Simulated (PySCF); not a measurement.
Si(OH)2(OSiH3)2, H₈O₄Si₃, SMILES [SiH3]O[Si](O[SiH3])(O)O, GFN2-xTB optimised geometry.

```
15

O      2.33    -0.81    -0.47
Si     1.14     0.26    -0.71
O      1.59     1.68    -0.08
O     -0.21    -0.29     0.00
Si    -1.83    -0.29     0.00
O      0.86     0.47    -2.28
Si     0.00     1.34    -3.35
H      2.24    -1.69    -0.82
H      2.06     1.69     0.75
H     -2.30    -1.01    -1.18
H     -2.33     1.09     0.00
H     -2.13    -1.00     1.24
H      0.30     0.64    -4.59
H     -1.42     1.29    -2.99
H      0.49     2.72    -3.34
```

Density from B3LYP/def2-TZVP (PySCF 2.14.0) at that geometry.

Minimum of the electron density along straight lines between bonded atoms, close to the bond critical point (lines longer than 1.1 times the sum of covalent radii, or with two minima, are not listed):

```tsv
bond	length / Å	ρ at the minimum / e bohr⁻³	∇²ρ there / e bohr⁻⁵	position (fraction from the first atom)
O1–Si2	1.617	0.149	0.90	0.59
Si2–O3	1.614	0.151	0.92	0.41
Si2–O4	1.621	0.143	0.89	0.42
O4–Si5	1.618	0.141	0.94	0.59
Si2–O6	1.612	0.147	0.94	0.42
O6–Si7	1.622	0.140	0.92	0.59
O1–H8	0.953	0.362	-2.49	0.81
O3–H9	0.953	0.362	-2.50	0.81
Si5–H10	1.465	0.127	0.17	0.49
Si5–H11	1.464	0.127	0.17	0.49
Si5–H12	1.462	0.128	0.18	0.49
Si7–H13	1.462	0.128	0.18	0.49
Si7–H14	1.466	0.127	0.17	0.49
Si7–H15	1.461	0.128	0.17	0.49
```
